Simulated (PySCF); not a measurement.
Excitation energy of F⁺ by level of theory

F⁺ [He] 2s2 2p4 (3P) → F⁺ [He] 2s1 2p4 3s1 (5P), as a difference of total energies. Calculation: PySCF 2.14, in dyall-av3z (15s9p3d2f, 71 functions); no relativity, point nucleus. Correlated levels: valence: 1s2 frozen; virtual orbitals above 40 to 60 times the deepest correlated orbital energy dropped. The calculations carry no spin-orbit coupling.

| method | excitation energy (cm⁻¹) |
| --- | --- |
| UHF | 318500 |
| LDA | 322710 |
| PBE | 321580 |
| PBE0 | 323840 |
| r2SCAN | 321640 |
| MN15 | 321660 |
| revPBE | 321210 |
| r2SCANh | 322250 |
| PW91 | 322430 |
| MP2 (valence) | 326530 |
| SCS-MP2 (valence) | 327980 |

The upper state lies above the first ionisation limit, where it may autoionise and the basis confines it. A Rydberg-like electron needs more diffuse functions than a valence basis has.

The promoted electron is Rydberg-like, and one or two diffuse shells describe it only roughly, which tends to raise the upper state.
